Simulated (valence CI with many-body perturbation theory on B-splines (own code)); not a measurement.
**E1 transitions of K5+**

Computed by configuration interaction combined with many-body perturbation theory (CI+MBPT): four valence electrons over a frozen Dirac-Fock core [Ne], a basis of 11 s, 11 p, 10 d, 8 f, 5 g, 2 h functions for each j, with the one-electron correlation potential Σ1 (screened to all orders), the two-electron term Σ2, the three-electron term Σ3, Breit, model QED; selected single and double excitations, second order for the rest, scaled by the run's own slope (own B-spline code, finite nucleus).

Set against measurement, 25 paired levels are off by 128 cm⁻¹ on average, the worst by 501. These come from a selection out of Sansonetti, J. Phys. Chem. Ref. Data 37, 7 (2008). Levels without a partner in it may be off by more. Among the levels kept, up to 940 cm⁻¹ of a level comes from second order outside the variational space, and about a tenth of that is noise between levels of different J, which matters for small intervals.

Lines 51 to 100 of 562 in falling wavelength, among levels below 564960 cm⁻¹, chosen from the strongest by gf and those to the six lowest levels. Wavelengths and rates use the calculated energies, so an error of 100 cm⁻¹ moves a line at 2025 Å by 0.2 % and its rate by three times that or more. Electric multipoles are in the length gauge, E1 and E2 with the static RPA response of the core. Weak lines are less certain than strong ones. Lines between different terms over intervals too small for the method are left out, as are lines whose strength nearly cancels. Where a level lies close to another of its J and parity, the split of strength between their lines is uncertain. The highest levels of a list are the least certain.

Names give the largest LS component (configuration and term), which can be under half, so a name can repeat, a term be missing and a line seem to break the LS rules; names also repeat where a configuration has a term twice. Letters in brackets count levels of one name in rising energy.

```tsv
λ vac (Å)	Upper	Lower	A (s⁻¹)	S (a.u.)
2025	3s 3p2 4p 5D°_2	3s 3p2 4s 5P_1	1.77e+08	3.63e+00
2001	3s2 3p 4p 3D_1	3s2 3p 4s 3P°_0	2.36e+08	2.80e+00
1999	3s2 3p 4p 3D_2	3s2 3p 4s 3P°_1	2.90e+08	5.72e+00
1906	3s2 3p 4p 3P_1	3s2 3p 4s 3P°_2	1.03e+08	1.06e+00
1899	3s 3p2 4p 5P°_2	3s 3p2 4s 5P_3	1.42e+08	2.39e+00
1892	3s2 3p 4d 1P°_1	3s2 3p 4p 1S_0	3.33e+08	3.34e+00
1863	3s2 3p 4p 3P_2	3s2 3p 4s 3P°_2	2.05e+08	3.27e+00
1858	3s 3p2 4p 5P°_3	3s 3p2 4s 5P_3	4.08e+08	9.04e+00
1857	3s 3p2 4p 5P°_1	3s 3p2 4s 5P_2	4.35e+08	4.13e+00
1855	3s 3p2 3d 3D_3 [d]	3s2 3p 4s 3P°_2	1.47e+08	3.25e+00
1847	3s2 3p 4p 3P_0	3s2 3p 4s 3P°_1	5.07e+08	1.57e+00
1846	3s 3p2 3d 3D_2 [d]	3s2 3p 4s 3P°_2	2.33e+08	3.62e+00
1844	3s 3p2 4p 5P°_2	3s 3p2 4s 5P_2	1.30e+08	2.01e+00
1823	3s2 3p 4p 3P_1	3s2 3p 4s 3P°_1	2.07e+08	1.86e+00
1820	3s 3p2 4p 5P°_1	3s 3p2 4s 5P_1	1.19e+08	1.06e+00
1808	3s 3p2 4p 5P°_2	3s 3p2 4s 5P_1	3.01e+08	4.39e+00
1806	3s 3p2 4p 5P°_3	3s 3p2 4s 5P_2	1.55e+08	3.16e+00
1801	3s2 3p 4p 3P_1	3s2 3p 4s 3P°_0	1.87e+08	1.62e+00
1797	3s2 3p 4d 1D°_2	3s2 3p 4p 1D_2	9.35e+07	1.34e+00
1784	3s 3p2 4p 5S°_2	3s 3p2 4s 5P_3	4.26e+08	5.97e+00
1783	3s2 3p 4p 3P_2	3s2 3p 4s 3P°_1	1.49e+08	2.09e+00
1783	3s2 3p 4p 3S_1	3s2 3p 4s 3P°_2	4.45e+08	3.73e+00
1736	3s 3p2 4p 5S°_2	3s 3p2 4s 5P_2	1.57e+08	2.03e+00
1722	3s2 3p 4p 1D_2	3s2 3p 4s 1P°_1	6.17e+08	7.77e+00
1556	3p3 3d 3D°_3 [a]	3s2 3p 4p 3P_2	1.30e+08	1.70e+00
1534	3s2 3p 4d 1D°_2	3s2 3p 4p 3P_1	1.29e+08	1.15e+00
1522	3s2 3p 4d 1F°_3	3s2 3p 4p 1D_2	1.26e+09	1.53e+01
1518	3s2 3p 4d 3D°_3	3s 3p2 3d 3D_2 [d]	7.93e+07	9.58e-01
1513	3p3 3d 3D°_1 [a]	3s2 3p 4p 3P_0	2.05e+08	1.05e+00
1507	3s2 3p 4d 3D°_3	3s2 3p 4p 3P_2	5.19e+08	6.14e+00
1488	3s2 3p 4d 3D°_1	3s2 3p 4p 3P_1	2.62e+08	1.28e+00
1488	3s2 3p 4d 3D°_2	3s2 3p 4p 3P_1	4.69e+08	3.81e+00
1476	3s2 3p 4d 3F°_2	3s 3p2 3d 3D_2 [d]	9.42e+07	7.47e-01
1473	3s2 3p 4d 3D°_1	3s2 3p 4p 3P_0	4.43e+08	2.10e+00
1462	3s2 3p 4d 3F°_3	3s 3p2 3d 3D_2 [d]	2.91e+08	3.14e+00
1456	3s2 3p 4d 3F°_3	3s 3p2 3d 3D_3 [d]	1.16e+08	1.24e+00
1456	3s2 3p 4d 1P°_1	3s 3p2 3d 1S_0	2.43e+08	1.11e+00
1440	3s2 3p 4d 3F°_2	3s2 3p 4p 3P_1	1.87e+08	1.38e+00
1433	3s2 3p 4d 3F°_4	3s 3p2 3d 3D_3 [d]	4.02e+08	5.26e+00
1428	3s2 3p 4d 3P°_2	3s2 3p 4p 3S_1	7.76e+08	5.58e+00
1414	3s2 3p 4d 3P°_1	3s2 3p 4p 3S_1	1.09e+09	4.56e+00
1405	3s2 3p 4d 3P°_0	3s2 3p 4p 3S_1	1.33e+09	1.82e+00
1390	3s2 3p 4d 3P°_2	3s 3p2 3d 3D_2 [d]	2.82e+08	1.87e+00
1381	3s2 3p 4d 3D°_3	3s2 3p 4p 3D_2	4.85e+08	4.41e+00
1381	3s2 3p 4d 3P°_2	3s2 3p 4p 3P_2	3.37e+08	2.19e+00
1374	3s2 3p 4d 3D°_2	3s2 3p 4p 3D_1	4.29e+08	2.75e+00
1368	3s2 3p 4d 3P°_1	3s2 3p 4p 3P_2	2.90e+08	1.10e+00
1359	3s2 3p 4d 3F°_3	3s2 3p 4p 3D_3	2.93e+08	2.54e+00
1358	3s2 3p 4d 3P°_2	3s2 3p 4p 3P_1	2.22e+08	1.37e+00
1355	3s2 3p 4p 1S_0	3s2 3p 4s 1P°_1	8.74e+08	1.07e+00
```
